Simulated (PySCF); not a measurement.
## [FeF5]2-: what the settings change

[FeF5]2-: Fe(III) (d5), charge -2. The structure is a PBE0-D3(BJ)/def2-TZVP, IEF-PCM water geometry optimised for multiplicity 6; coordination trigonal bipyramidal, point group D3h, metal–donor distances 1.88–1.92 Å.

```
6

Fe    0.000    0.000    0.000
F     0.000    0.000    1.916
F     0.000    0.000   -1.916
F     1.877    0.000    0.000
F    -0.939    1.626    0.000
F    -0.939   -1.626    0.000
```

Method (PySCF 2.14, density fitting): CASSCF(5,5) with orbitals averaged over all microstates of the shell, strongly contracted NEVPT2 on the averaged canonical orbitals; basis x2c-TZVPall on the metal, x2c-SVPall elsewhere; spin-free X2C; IEF-PCM water; spin-orbit coupling by state interaction with the mean-field operator over all roots.

Base run: NEVPT2 ground state 6A1', next 4E'' at 18618, then 4E' at 27931 cm⁻¹, B(CASSCF) 1170, ζ 434 cm⁻¹, D -0.52 cm⁻¹, g 2.002 2.002 2.002, μeff(300 K) 5.92 μB.

Problem. What happens with the basis x2c-TZVPall on all atoms?

Solution. NEVPT2 ground state 6A1', next 4E'' at 18966, then 4E' at 28050 cm⁻¹, B(CASSCF) 1171, ζ 434 cm⁻¹, D -0.49 cm⁻¹, g 2.002 2.002 2.002, μeff(300 K) 5.92 μB. It took 15 s against 9.3 s on a shared host of the same kind.

Problem. What happens with orbitals averaged over the highest spin alone?

Solution. NEVPT2 ground state 6A1', next 4E'' at 20598, then 4E' at 29238 cm⁻¹, B(CASSCF) 1230, ζ 454 cm⁻¹, D -0.42 cm⁻¹, g 2.002 2.002 2.002, μeff(300 K) 5.92 μB.

No frequencies were computed for the optimised geometry. NEVPT2 on the d shell alone tends to put d–d bands too high for such charged or covalently bound ions.
